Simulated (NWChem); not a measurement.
CH6O2Si; SMILES [SiH2](CO)O

```xyz
10

O     -0.6678    -1.5490     0.2162
C      0.5646    -1.0649    -0.2919
Si     0.5336     0.7846     0.1365
O     -1.0355     1.2607    -0.1556
H     -0.7653    -2.4781    -0.0151
H      0.6383    -1.1920    -1.3905
H      1.4389    -1.5786     0.1538
H      1.4591     1.5667    -0.7317
H      0.9297     0.9776     1.5658
H     -1.6253     0.5038    -0.0319
```
Atoms are numbered in this order, from 1.

Results from NWChem. Pople sets run with spherical d functions. Coordinates come from a PBE0/def2-SVP optimisation. Atomic charges in e: unrestrained fits to the electrostatic potential beside Mulliken populations; buried atoms are poorly determined by the fit.

For level B3LYP/def2-SVP:

```
Item          Value
------------  -----
Mulliken O1   -0.34
Mulliken C2   -0.04
ESP Si3        0.68
Mulliken Si3   0.64
ESP O4        -0.61
Mulliken O4   -0.40
```

### Question
What are these values for level Hartree-Fock/6-31G*?

### Answer
* **Mulliken O1**: -0.79
* **Mulliken C2**: -0.28
* **ESP Si3**: 0.83
* **Mulliken Si3**: 1.06
* **ESP O4**: -0.73
* **Mulliken O4**: -0.91
